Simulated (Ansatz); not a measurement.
Consider the ligand exchange at a Mg–N bond: `[CH3][Mg][N](C)C` + HCl → `[CH3][Mg][Cl]` + `CNC`.

Program: Ansatz. Geometries: PBE0-D4/def2-TZVP. ΔE: electronic, gas phase. CBS: MP2 limit from def2 TZ/QZ plus the TZ coupled-cluster correction, frozen cores. This one scheme is used for every species. DFT in def2-TZVPP. B3LYP here is the variant with VWN-RPA as its local correlation; programs differ in this. HSE06 is defined as in plane-wave codes. For Mg outer-core shells are correlated without core-valence functions, which leaves a few kJ/mol of doubt a bond. Each species was taken in one conformer, which may not be the lowest.

`[CH3][Mg][N](C)C`:

Cartesian coordinates in Å:
```
C 1.012 2.964 -0.615
Mg 0.352 1.034 -0.214
N -0.251 -0.733 0.153
C -0.164 -1.380 1.433
C -0.858 -1.609 -0.813
H 0.228 3.706 -0.438
H 1.333 3.072 -1.656
H 1.865 3.237 0.014
H 0.441 -2.304 1.399
H 0.297 -0.728 2.185
H -1.153 -1.672 1.828
H -0.286 -2.543 -0.954
H -0.934 -1.133 -1.798
H -1.880 -1.912 -0.525
```

HCl:

```xyz
2

Cl   -0.525    0.051   -0.362
H     0.525   -0.051    0.362
```

`[CH3][Mg][Cl]`:

Cartesian coordinates in Å:
```
C -0.265 0.736 -0.343
Mg 0.376 -1.044 0.487
Cl 1.056 -2.933 1.368
H -0.957 0.564 -1.173
H 0.574 1.321 -0.732
H -0.784 1.356 0.393
```

`CNC`:

Cartesian coordinates in Å:
```
C 1.150 0.167 0.332
N -0.088 -0.574 0.409
C -1.166 0.063 -0.310
H 1.946 -0.382 0.840
H 1.032 1.126 0.844
H 1.481 0.382 -0.699
H 0.052 -1.512 0.057
H -1.408 1.017 0.168
H -2.061 -0.561 -0.270
H -0.938 0.274 -1.369
```

```csv
level,ΔE (kJ/mol),difference from CCSD(T)/CBS
B97M-V,-169.0,-9.3
r2SCAN0-D4,-172.6,-12.9
HSE06-D4,-166.6,-6.9
ωB97X-V,-168.8,-9.1
BLYP,-161.7,-2.0
B3LYP,-168.4,-8.7
r2SCANh,-170.6,-10.9
LC-ωPBE,-169.8,-10.1
CCSD/def2-TZVPP,-161.7,-2.0
MP2/CBS(def2),-159.9,-0.2
CCSD(T)/CBS,-159.7,0
```

Largest T1 diagnostic among the species: 0.010.

The D4 term adds +5.1 kJ/mol with B3LYP and +2.9 kJ/mol with PBE0; it sums over pairs of atoms, weighted by their polarisabilities, and B3LYP, whose exchange is more repulsive, gets the larger term. From PBE to PBE0 (25 % exact exchange), in def2-TZVPP and without D4, ΔE moves by −8.9 kJ/mol.
